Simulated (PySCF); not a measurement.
## Correlation energy of Al (aluminium, neutral)

[Ne] 3s2 3d1, 2D determinant (an excited configuration). Calculation: PySCF 2.14, in aug-cc-pV(D+d)Z (5s4p3d, 32 functions); the non-relativistic Hamiltonian (point nucleus). Frozen: [Ne]; 3 electrons correlated.

MP2 pair energies summed by pair of shells (mhartree):

```csv
pair,energy,share (%)
3s-3s,-25.08,79.4
3s-3d,-6.52,20.6
```

Total MP2 correlation energy: -31.60 mhartree.

Same-spin part -1.29 and opposite-spin part -30.31 mhartree; SCS-MP2 scales them by 1/3 and 6/5 to -36.80 mhartree.
